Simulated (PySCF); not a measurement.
H2Cl3NTi, singlet, geometry from GFN2-xTB (such geometries of metal compounds can be far from the true shape), with bond 2-1 at 1.25 times its length; PBE0/STO-3G in PySCF.

Input for PySCF:
```python
from pyscf import gto, scf, dft

mol = gto.M(
    atom='''
Ti   -0.139371   -0.246005   -0.030698
Cl    2.304175   -0.439418   -1.069211
Cl    0.065581    0.326408    2.013463
Cl   -1.096754    1.401779   -0.990771
N    -1.071315   -1.793225   -0.215426
H    -0.793603   -2.602188   -0.774091
H    -1.974008   -1.999815    0.217317
''',
    basis='sto-3g',
    charge=0,
    spin=0,
    verbose=5,
)

mf = dft.RKS(mol)
mf.xc = 'pbe0'
mf.kernel()
mo_i, mo_e, stable_i, stable_e = mf.stability(internal=True, external=True, return_status=True, nroots=6, tol=1e-6)
print('internally stable:', stable_i, ' externally stable:', stable_e)
if not stable_e:
    umf = mf.to_uhf() if not hasattr(mf, 'xc') else mf.to_uks()
    umf.scf_summary = {}
    umf.kernel(umf.make_rdm1(mo_e, umf.mo_occ))
```

Problem. Predict the main parts of the log of this PySCF run.

Solution. 
```
PySCF version 2.14.0

[INPUT] verbose = 5
[INPUT] max_memory = 4000
[INPUT] num. atoms = 7
[INPUT] num. electrons = 82
[INPUT] charge = 0
[INPUT] spin (= nelec alpha-beta = 2S) = 0
[INPUT] symmetry False subgroup None
[INPUT] Mole.unit = angstrom
[INPUT] Symbol           X                Y                Z      unit          X                Y                Z       unit  Magmom
[...]
[INPUT] ---------------- BASIS SET ----------------
[INPUT] l, kappa, [nprim/nctr], expnt,             c_1 c_2 ...
[INPUT] N
[...]
                                18.052312         0.53532814
                                4.8856602         0.44463454
[...]
                                0.8784966         0.39951283
                                0.2857144         0.70011547
[...]
                                0.8784966         0.60768372
                                0.2857144         0.39195739
[INPUT] H
[...]
                                0.62391373        0.53532814
                                0.1688554         0.44463454
[INPUT] Cl
[...]
                                109.5358542       0.5353281423
                                29.64467686       0.4446345422
[...]
                                9.053563477       0.3995128261
                                2.944499834       0.7001154689
[...]
                                0.5940934274      0.2255954336
                                0.232524141       0.900398426
[...]
                                9.053563477       0.6076837186
                                2.944499834       0.3919573931
[...]
                                0.5940934274      0.5951670053
                                0.232524141       0.462001012
[INPUT] Ti
[...]
                                188.2662926       0.5353281423
                                50.95220601       0.4446345422
[...]
                                17.48676162       0.3995128261
                                5.687237606       0.7001154689
[...]
                                1.645810296       0.2175436044
                                0.635004777       0.9166769611
[...]
                                0.2628702203      0.0196064117
                                0.1160862609      1.131034442
[...]
                                17.48676162       0.6076837186
                                5.687237606       0.3919573931
[...]
                                1.645810296       0.5777664691
                                0.635004777       0.4846460366
[...]
                                0.2628702203      0.5715227604
                                0.1160862609      0.5498949471
[...]
                                0.502076728       0.6555473627
                                0.19371681        0.286573259

nuclear repulsion = 514.227881315173
number of shells = 28
number of NR pGTOs = 156
number of NR cGTOs = 52
basis = sto-3g
ecp = {}

******** <class 'pyscf.dft.rks.RKS'> ********
method = RKS
initial guess = minao
damping factor = 0
level_shift factor = 0
DIIS = <class 'pyscf.scf.diis.CDIIS'>
diis_start_cycle = 1
diis_space = 8
diis_damp = 0
SCF conv_tol = 1e-09
SCF conv_tol_grad = None
SCF max_cycles = 50
direct_scf = True
direct_scf_tol = 1e-13
XC library pyscf.dft.libxc version 7.1.2
    S. Lehtola, C. Steigemann, M. J. T. Oliveira, and M. A. L. Marques,  SoftwareX 7, 1–5 (2018)
XC functionals = pbe0
    C. Adamo and V. Barone,  J. Chem. Phys. 110, 6158 (1999)
    M. Ernzerhof and G. E. Scuseria,  J. Chem. Phys. 110, 5029 (1999)
radial grids:
    Treutler-Ahlrichs [JCP 102, 346 (1995); DOI:10.1063/1.469408] (M4) radial grids

becke partition: Becke, JCP 88, 2547 (1988); DOI:10.1063/1.454033
pruning grids: <function nwchem_prune>
grids dens level: 3
symmetrized grids: False
atomic radii adjust function: <function treutler_atomic_radii_adjust>
small_rho_cutoff = 0
Set gradient conv threshold to 3.16228e-05
Initial guess from minao.
atom Ti rad-grids = 90, ang-grids = [ 50  50  50  50  50  50  50  50  50  50  50  50  50  50  50  50  50  50
  50  50  50  50  50  50  50  50  50  50  86  86  86  86  86  86  86  86
  86  86  86  86  86  86  86 350 350 350 350 350 350 350 350 350 350 350
 434 434 434 434 434 434 434 434 434 434 434 434 434 434 434 434 434 434
 434 434 434 350 350 350 350 350 350 350 350 350 350 350 350 350 350 350]
atom Cl rad-grids = 80, ang-grids = [ 50  50  50  50  50  50  50  50  50  50  50  50  50  50  50  50  50  50
  50  50  50  50  50  50  86  86  86  86  86  86  86  86  86  86  86  86
  86 350 350 350 350 350 350 350 350 350 434 434 434 434 434 434 434 434
 434 434 434 434 434 434 434 434 434 434 350 350 350 350 350 350 350 350
 350 350 350 350 350 350 350 350]
atom N rad-grids = 75, ang-grids = [ 50  50  50  50  50  50  50  50  50  50  50  50  50  50  50  50  50  50
  50  50  50  50  50  86  86  86  86  86  86  86  86  86  86 266 266 266
 266 266 266 266 302 302 302 302 302 302 302 302 302 302 302 302 302 302
 302 302 302 302 302 302 266 266 266 266 266 266 266 266 266 266 266 266
 266 266 266]
atom H rad-grids = 50, ang-grids = [ 50  50  50  50  50  50  50  50  50  50  50  50  50  50  50  86  86  86
  86 266 266 266 266 266 302 302 302 302 302 302 302 302 302 302 302 302
 302 266 266 266 266 266 266 266 266 266 266 266 266 266]
tot_boxes 3360, boxes in each direction [14 13 12]
Padding 2 grids
tot grids = 111064
nelec by numeric integration = 81.03861011193185
E1 = -4113.664156285224  E2 = 1339.8475513209437  Ecoul = 1472.1243457083774  Exc = -132.27679438743374
init E= -2259.58872364911
cond(S) = 10.456232292908858
  mo_energy =
[-1.77890622e+02 -1.01020131e+02 -1.01020100e+02 -1.00973638e+02
 -2.02493372e+01 -1.72247308e+01 -1.72246245e+01 -1.72241334e+01
 -1.45372706e+01 -9.68633959e+00 -9.68569081e+00 -9.64221808e+00
 -7.43030110e+00 -7.43010787e+00 -7.42551539e+00 -7.42543852e+00
 -7.42539334e+00 -7.42529276e+00 -7.38575486e+00 -7.38382410e+00
 -7.38381648e+00 -2.82409603e+00 -1.93640812e+00 -1.92964394e+00
[...]
converged SCF energy = -2261.18522268848
[...]
davidson 29 16  |r|= 0.00139  e= [0.72258376 0.73465235 0.76203626 0.78352709 0.78770519 0.80655642]  max|de|= -3.55e-06  lindep= 0.871
[...]
converged 30 17  |r|= 0.000482  e= [0.72258376 0.73465235 0.76203626 0.78352709 0.78770519 0.80655578]  max|de|= -6.4e-07
rhf_internal: lowest eigs of H = [0.72258376 0.73465235 0.76203626 0.78352709 0.78770519 0.80655578]
<class 'pyscf.dft.rks.RKS'> wavefunction is stable in the internal stability analysis
nelec by numeric integration = 82.00000159845607
davidson 0 1  |r|= 0.598  e= [0.42625354]  max|de|= 0.426  lindep= 0.992
Old state -> New state
    0     ->     1
davidson 1 2  |r|= 0.601  e= [0.36170025 0.4269664 ]  max|de|= 0.362  lindep= 0.994
Old state -> New state
    1     ->     0
    0     ->     2
    1     ->     3
davidson 2 4  |r|= 0.605  e= [0.30782103 0.30880391 0.36217481 0.43194359]  max|de|= 0.309  lindep= 0.987
Old state -> New state
    3     ->     0
    3     ->     1
    3     ->     2
    1     ->     3
    0     ->     4
    1     ->     5
davidson 3 8  |r|= 0.0807  e= [0.25286293 0.25940236 0.26251424 0.27573259 0.30792574 0.31733631]  max|de|= 0.276  lindep= 0.858
Old state -> New state
    0     ->     2
    0     ->     4
    1     ->     5
davidson 4 14  |r|= 0.0914  e= [0.19183547 0.20836161 0.21799712 0.22826767 0.24127564 0.25582178]  max|de|= 0.228  lindep= 0.753
Old state -> New state
    5     ->     4
    2     ->     5
davidson 5 20  |r|= 0.0563  e= [0.18450363 0.18790373 0.19066217 0.20345703 0.21327176 0.22348121]  max|de|= 0.213  lindep= 0.742
Old state -> New state
    1     ->     2
    2     ->     3
    3     ->     4
    3     ->     5
davidson 6 26  |r|= 0.046  e= [0.17871646 0.1860517  0.18736307 0.18913848 0.19121317 0.2021655 ]  max|de|= 0.202  lindep= 0.778
davidson 7 32  |r|= 0.04  e= [0.17782026 0.18301975 0.1867533  0.18874834 0.18993412 0.19333817]  max|de|= -0.00883  lindep= 0.74
davidson 8 6  |r|= 0.04  e= [0.17782026 0.18301975 0.1867533  0.18874834 0.18993412 0.19333817]  max|de|= -1.67e-16  lindep= 0.955
davidson 9 12  |r|= 0.0235  e= [0.17774344 0.18214478 0.18673455 0.18866272 0.18974975 0.19140552]  max|de|= -0.00193  lindep= 0.74
davidson 10 18  |r|= 0.0131  e= [0.1777267  0.18179838 0.18673129 0.18864205 0.18951585 0.19044513]  max|de|= -0.00096  lindep= 0.812
[...]
davidson 11 24  |r|= 0.0046  e= [0.17772428 0.18172773 0.18673077 0.1886348  0.18931707 0.19022082]  max|de|= -0.000224  lindep= 0.842
[...]
davidson 12 29  |r|= 0.00189  e= [0.17772408 0.1817215  0.18673072 0.18863307 0.18928053 0.19019651]  max|de|= -3.65e-05  lindep= 0.734
[...]
davidson 13 6  |r|= 0.00189  e= [0.17772408 0.1817215  0.18673072 0.18863307 0.18928053 0.19019651]  max|de|= -3.05e-16  lindep= 0.997
davidson 14 8  |r|= 0.000979  e= [0.17772407 0.18172106 0.18673072 0.18863291 0.18927676 0.19019398]  max|de|= -3.76e-06  lindep= 0.761
[...]
converged 15 10  |r|= 0.00036  e= [0.17772407 0.18172101 0.18673072 0.18863289 0.18927613 0.19019352]  max|de|= -6.36e-07
rhf_real2complex: lowest eigs of H = [0.17772407 0.18172101 0.18673072 0.18863289 0.18927613 0.19019352]
<class 'pyscf.dft.rks.RKS'> wavefunction is stable in the real -> complex stability analysis
davidson 0 1  |r|= 0.597  e= [0.41469044]  max|de|= 0.415  lindep= 0.999
Old state -> New state
    0     ->     1
davidson 1 2  |r|= 0.599  e= [0.33502098 0.41477995]  max|de|= 0.335  lindep= 0.98
Old state -> New state
    1     ->     0
    0     ->     2
    1     ->     3
davidson 2 4  |r|= 0.603  e= [0.23303965 0.25838578 0.33631138 0.42226074]  max|de|= 0.258  lindep= 0.985
Old state -> New state
    0     ->     1
    0     ->     2
    0     ->     3
    1     ->     4
    1     ->     5
davidson 3 8  |r|= 0.108  e= [0.17193145 0.17610776 0.18399226 0.23684617 0.25671115 0.26622519]  max|de|= 0.184  lindep= 0.819
Old state -> New state
    5     ->     3
    3     ->     4
    2     ->     5
davidson 4 14  |r|=  0.1  e= [0.16448065 0.17329207 0.17531352 0.1817825  0.18820916 0.21429451]  max|de|= 0.214  lindep= 0.847
Old state -> New state
    2     ->     1
    1     ->     2
davidson 5 20  |r|= 0.04  e= [0.16147523 0.17198369 0.17291953 0.17501663 0.18170815 0.19009266]  max|de|= -0.0242  lindep= 0.821
davidson 6 26  |r|= 0.0527  e= [0.16016904 0.17094688 0.17274574 0.17404603 0.18015144 0.18214423]  max|de|= 0.182  lindep= 0.819
Old state -> New state
    5     ->     4
    4     ->     5
davidson 7 32  |r|= 0.0336  e= [0.16008479 0.17068146 0.17255247 0.17364537 0.17478739 0.18075742]  max|de|= -0.00736  lindep= 0.791
davidson 8 6  |r|= 0.0336  e= [0.16008479 0.17068146 0.17255247 0.17364537 0.17478739 0.18075742]  max|de|= -2.22e-16  lindep= 0.993
davidson 9 12  |r|= 0.0137  e= [0.16007902 0.17055001 0.17236922 0.17343873 0.17408179 0.1806753 ]  max|de|= -0.000706  lindep= 0.734
[...]
davidson 10 18  |r|= 0.00366  e= [0.16007823 0.1705055  0.17229879 0.17336832 0.17396817 0.18065213]  max|de|= -0.000114  lindep= 0.768
davidson 11 23  |r|= 0.00196  e= [0.16007819 0.17049901 0.17228994 0.17336182 0.17394163 0.18063379]  max|de|= -2.65e-05  lindep= 0.743
davidson 12 28  |r|= 0.00118  e= [0.16007819 0.17049759 0.17228781 0.17336023 0.17393456 0.18062463]  max|de|= -9.16e-06  lindep= 0.722
[...]
davidson 13 6  |r|= 0.00118  e= [0.16007819 0.17049759 0.17228781 0.17336023 0.17393456 0.18062463]  max|de|= -3.05e-16  lindep= 0.988
davidson 14 7  |r|= 0.000748  e= [0.16007819 0.17049739 0.17228748 0.17336001 0.17393348 0.18062295]  max|de|= -1.68e-06  lindep= 0.777
[...]
converged 15 9  |r|= 0.000725  e= [0.16007819 0.17049718 0.17228707 0.17335959 0.17393272 0.18062209]  max|de|= -8.6e-07
rhf_external: lowest eigs of H = [0.16007819 0.17049718 0.17228707 0.17335959 0.17393272 0.18062209]
<class 'pyscf.dft.rks.RKS'> wavefunction is stable in the RHF/RKS -> UHF/UKS stability analysis
internally stable: True  externally stable: True
```
